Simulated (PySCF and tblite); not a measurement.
The numbers below are computed, except where a source is named.
System: C4H11Se (charge +1), numbered as in [CH3:1][CH2:2][Se+:3]([CH3:4])[CH3:5].

Level: PBE0/pcSseg-1 + D3(BJ) on GFN2-xTB stationary points, with GFN2-xTB thermal terms. Rates follow Eyring's equation with the number of equivalent paths and no tunnelling. Run with tblite and PySCF.

The ion is treated without a counter-ion. Spin–orbit effects of heavy atoms on shieldings are missing.

Q: What barrier does the rotation about the C2–Se3 bond (torsion C1–C2–Se3–C4 from -71° to 49°, rising) meet, and how fast is it at 298 K?

A: The electronic barrier is 2.4 kcal/mol and ΔG‡(298 K) 3.4 kcal/mol, over a C1 saddle with an imaginary mode of 82i cm⁻¹ (GFN2-xTB). With 1 equivalent path, k is 2×10¹⁰ s⁻¹, a mean lifetime of the start of 49 ps against this motion. The end lies 0.3 kcal/mol above the start in free energy.
